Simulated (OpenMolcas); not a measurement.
Computed levels of 5d2 in ions with 70 electrons, in cm-1 above 3F2.

* Program: OpenMolcas 26.06
* Method: SS-CASPT2, IPEA 0.25 Eh, imaginary shift 0.1 Eh
* Basis: ANO-RCC-VTZP
* Scalar Hamiltonian: DKH2, point nucleus
* Spin-orbit coupling: state interaction with AMFI integrals over the reference wave functions, term energies averaged over their components

Active space for each ion: 2 electrons in 5 orbitals (5d); closed shells correlated by CASPT2: 5s 5p.

```json
{"Level": "3F3", "Hf2+": "3250", "W4+": "6440", "Re5+": "8310", "Os6+": "10610", "Ir7+": "13090"}
{"Level": "3F4", "Hf2+": "6250", "W4+": "11860", "Re5+": "14930", "Os6+": "18530", "Ir7+": "22300"}
{"Level": "3P0", "Hf2+": "9730", "W4+": "13580", "Re5+": "14930", "Os6+": "16390", "Ir7+": "17850"}
{"Level": "3P1", "Hf2+": "11540", "W4+": "17260", "Re5+": "19860", "Os6+": "22980", "Ir7+": "26250"}
{"Level": "3P2", "Hf2+": "14290", "W4+": "23490", "Re5+": "28260", "Os6+": "33910", "Ir7+": "39980"}
{"Level": "1G4", "Hf2+": "15220", "W4+": "23400", "Re5+": "27420", "Os6+": "32120", "Ir7+": "37400"}
{"Level": "1S0", "Hf2+": "27070", "W4+": "44510", "Re5+": "51480", "Os6+": "58600", "Ir7+": "66490"}
```

Question: Estimate 3F4, 3P0, 3P1 for Ta3+ from its neighbours Hf2+ and W4+.

Answer: 3F4 is fine structure, which grows about as the fourth power of a screened charge, so the fourth roots are averaged: ((6250^0.25 + 11860^0.25) / 2)^4 = 8721. The calculation gives 8970, so the estimate is off by -2.8 %.
3P0 is another term, which grows about linearly with the charge: (9730 + 13580) / 2 = 11655. The calculation gives 11970, so the estimate is off by -2.6 %.
3P1 is another term, which grows about linearly with the charge: (11540 + 17260) / 2 = 14400. The calculation gives 14580, so the estimate is off by -1.2 %.

Mixed levels, with the weight of the term that names them: W4+ 3P2 (68 %), Re5+ 3P2 (63 %), Os6+ 3P2 (60 %), Ir7+ 3P2 (57 %).

CASPT2 breaks the degeneracy within a term, and the mean is taken; among the terms shown or strongly mixed into the levels shown the widest spread is 520 cm-1 (5d2 1G, W4+). Configurations with an s electron lie low in 5d ions of this charge, fall among these levels and mix in, so low-spin terms can stand far too high, up to twice their true height, and weights are not those of the real levels (holds for Hf2+). Only configurations of the active space appear.
